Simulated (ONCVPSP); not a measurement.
**Building the ONCV potential for Si (LDA (Perdew-Zunger), scalar-relativistic).**

| Property | Result |
| --- | --- |
| Element | silicon |
| Generator | ONCVPSP 4.0.1 |
| Type | optimised norm-conserving Vanderbilt (ONCV) |
| Functional | LDA (Perdew-Zunger) |
| Relativity | scalar-relativistic |
| Frozen core | [Ne] |
| Valence charge | 4 |
| Reference configuration | 3s2 (charge +2) |
| Partial waves | 3s: rc 1.80 bohr, ncon 4, nbas 8, qcut 3.7 1/bohr, 1 projector; p scattering state at 0.03 Ha: rc 1.50 bohr, ncon 5, nbas 8, qcut 5.4 1/bohr, 2 projectors, debl 2.2 Ha; d scattering state at 0.07 Ha: rc 1.75 bohr, ncon 5, nbas 9, qcut 6.3 1/bohr, 1 projector |
| Local potential | polynomial inside 1.50 bohr (lpopt 4, dvloc0 3 Ha) |
| Core correction | polynomial model core, fcfact 0.15 |

In the p channel the program set the typed energies aside and used 0.050, 2.250 Ha. In the d channel the program set the typed energies aside and used 0.050 Ha.

All-electron outer shells of the reference configuration (LDA (Perdew-Zunger), scalar-relativistic, ld1.x):

```
shell  level (eV)  outermost node (bohr)  outermost maximum (bohr)
   2p     -116.98                      –                      0.39
   3s      -28.66                   0.72                      1.69
```

What the tests gave:

| Property | Result |
| --- | --- |
| Cutoffs needed | 10 Ha and 46 Ha (the cutoffs (Ha) at which the residual kinetic energy of the hardest occupied pseudo-wave falls to 1 and 0.1 mHa per electron) |
| Ghost test | ghosts flagged at negative energy: p at -797.3 eV (a further GHOST(-) flag falls on a real empty level of the atom); GHOST(+) flags only above 600 eV; a true bound ghost makes a file unfit for plane-wave use |
| Largest excitation error | +63 meV (all-electron minus pseudo) for 3s2 3p2, out of 4 test configurations |
| rms error of d²Exc/dni dnj | 10.29 mHa without and 1.20 mHa with the model core |

Generation and tests took about 2.4 s on one core of a shared server CPU.
